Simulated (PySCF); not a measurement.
# Calculated properties of `C(/C(Cl)Cl)(C)=C\CC=C`

Species: C7H10Cl2.
Geometry (GFN2-xTB, Å), atoms numbered from 1 in this order:
```
atom  x, y, z in Å
C1     3.313   -0.648    0.361
C2     2.074   -0.700   -0.090
C3     1.246    0.502   -0.443
C4     0.051    0.566    0.458
C5    -1.202    0.250    0.142
C6    -1.683   -0.204   -1.203
C7    -2.262    0.369    1.189
Cl8   -2.980   -1.229    1.551
Cl9   -3.562    1.472    0.660
H10    3.830    0.288    0.498
H11    3.867   -1.537    0.607
H12    1.572   -1.650   -0.215
H13    0.940    0.440   -1.488
H14    1.842    1.408   -0.310
H15    0.276    0.870    1.472
H16   -0.877   -0.620   -1.798
H17   -2.453   -0.963   -1.081
H18   -2.122    0.634   -1.743
H19   -1.880    0.760    2.133
```

Structural features include: C=C double bond and C–Cl bond.

From GFN2-xTB geometry:

```yaml
Point_group_of_the_GFN2-xTB_geometry: C1
Rotational_constants_A_B_C_of_the_GFN2-xTB_geometry: 2.090, 0.522, 0.471 GHz
```

From PBE0/pcSseg-1 ground state and GIAO shieldings, non-relativistic (PySCF):

```yaml
Dipole_moment: 2.46 D
HOMO_energy: -7.47 eV
LUMO_energy: -0.69 eV
HOMO–LUMO_gap: 6.78 eV
Lowest_Hirshfeld_atomic_charge: -0.13 e on C6
Highest_Hirshfeld_atomic_charge: +0.05 e on H11, H13, H14, H16, H19
13C_chemical_shifts_computed_TMS_as_zero_by_class: 143.9 (C5), 143.6 (C2), 134.2 (C4), 123.1 (C1), 92.3 (C7), 39.1 (C3), 12.2 (C6) ppm
1H_chemical_shifts_computed_TMS_as_zero_by_class: 6.21 (H19), 5.83 (H12), 5.65 (H15), 5.46 (H10), 5.33 (H11), 2.92 (H13/H14), 2.16 (H16/H17/H18) ppm
Isotropic_shieldings_of_nuclei_other_than_C_and_H_by_class: 660 (Cl8/Cl9) ppm
Mayer_bond_orders_between_heavy_atoms: C1–C2 1.98, C2–C3 1.01, C3–C4 1.06, C4–C5 1.82, C5–C6 1.05, C5–C7 0.98, C7–Cl8 1.01, C7–Cl9 1.01
```

Monoisotopic mass from the formula: 164.0160 u.

With B = h/(8π²I), that is 505.379 GHz u Å² over I, the principal moments of inertia are 241.8, 968.1 and 1072.6 u Å² (most abundant isotopes); the inertial defect Ic − Ia − Ib is -137.3 u Å² (zero for a rigid planar frame, negative otherwise). The dipole equals about 8.2 × 10⁻³⁰ C·m (1 D = 3.33564 × 10⁻³⁰ C·m). The rotational constants make it an asymmetric top with κ = (2B − A − C)/(A − C) = -0.94, nearer the prolate limit (−1).

The structure is a single GFN2-xTB conformer in the gas phase; no vibrational or solvent corrections. The shieldings hold no spin–orbit term; for a carbon that bears several chlorines this term is known to matter. NMR classes are plain means over equivalent atoms (diastereotopic ones count apart unless rotation or inversion swaps them), as if these changed places fast; in this geometry the members of some classes differ.
